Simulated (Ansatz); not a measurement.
`[SeH]C1BO1` + `C[SiH2]N` → `N[SiH2]C[SeH]` + `B1CO1`  (formal exchange of groups at the Se–C bond)

Computed with Ansatz on PBE0-D4/def2-TZVP structures; ΔE is electronic, products minus reactants. CCSD(T)/CBS is the MP2 limit (def2-TZVPP, def2-QZVPP) plus CCSD(T) − MP2 in def2-TZVPP, frozen cores. For Se outer-core shells are correlated without core-valence functions, which leaves a few kJ/mol of doubt a bond. Scalar relativity is left out up to krypton. Each species was taken in one conformer, which may not be the lowest.

```csv
level,ΔE (kcal/mol)
CCSD/def2-TZVPP,0.8
MP2/def2-QZVPP,1.2
```

(1) What does CCSD(T)/CBS give? (An estimate is asked.)

Largest T1 diagnostic among the species: 0.016.

## Answers

(1) Computed: +0.9 kcal/mol. The listed levels differ from it by -0.1, 0.3 kcal/mol.

The D4 term adds −1.2 kcal/mol with B3LYP and −0.6 kcal/mol with PBE0; it sums over pairs of atoms, weighted by their polarisabilities, and B3LYP, whose exchange is more repulsive, gets the larger term. From PBE to PBE0 (25 % exact exchange), in def2-TZVPP and without D4, ΔE moves by −1.0 kcal/mol.

B3LYP here is the variant with VWN-RPA as its local correlation; programs differ in this.
